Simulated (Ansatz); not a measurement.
Born–Oppenheimer molecular dynamics of Cl3H3NOTa (9 atoms, charge 0, multiplicity 1). It starts from a relaxed structure.

Computed with Ansatz 0.2.0, RKS B3LYP/def2-SVP.

```yaml
ensemble: NVT, Langevin thermostat
time_step: 0.5 fs
steps_asked: 100
set_temperature: 300 K
friction: 0.02 /fs
seed: 774409
```

First frame:

```xyz
9
Properties=species:S:1:pos:R:3
Ta -0.122 -0.008 0.032
O 1.620 0.689 0.131
H 2.506 1.042 0.249
Cl 0.325 -1.568 1.723
N 0.238 -0.510 -1.833
H -0.433 -0.976 -2.439
H 1.124 -0.330 -2.301
Cl -1.080 2.086 0.457
Cl -2.273 -0.955 -0.297
```

What does the run give?

All steps were run.

| Quantity | Value |
| --- | --- |
| steps done | 100 |
| time covered | 50 fs |
| mean temperature over the second half | 206 K |
| spread of the potential energy over the second half | 3.1 meV per atom |
| mean potential energy of the second half above the start | 18.8 meV per atom |

The mean temperature of the second half is 31 % below the set value. A run of 0.05 ps of so small a system gives no equilibrium averages.

What happens to the structure?

The same pairs are bonded in the first frame and the last. Pairs count as bonded within 1.25 times the sum of covalent radii (0.12 Å more for H–H). This is one draw of velocities; another would differ in detail.

How do temperature and energy run in time?


| time (fs) | T (K) | potential energy less start (eV) |
| --- | --- | --- |
| 0 | 267 | 0.000 |
| 4 | 223 | 0.034 |
| 8 | 162 | 0.089 |
| 12 | 124 | 0.119 |
| 16 | 153 | 0.116 |
| 20 | 157 | 0.139 |
| 24 | 130 | 0.161 |
| 28 | 206 | 0.181 |
| 32 | 175 | 0.165 |
| 36 | 189 | 0.166 |
| 40 | 185 | 0.168 |
| 44 | 245 | 0.164 |
| 48 | 232 | 0.164 |

The run took 16 min on 2 threads of Arm Neoverse N1, with other jobs on the host, peak memory 0.35 GiB.
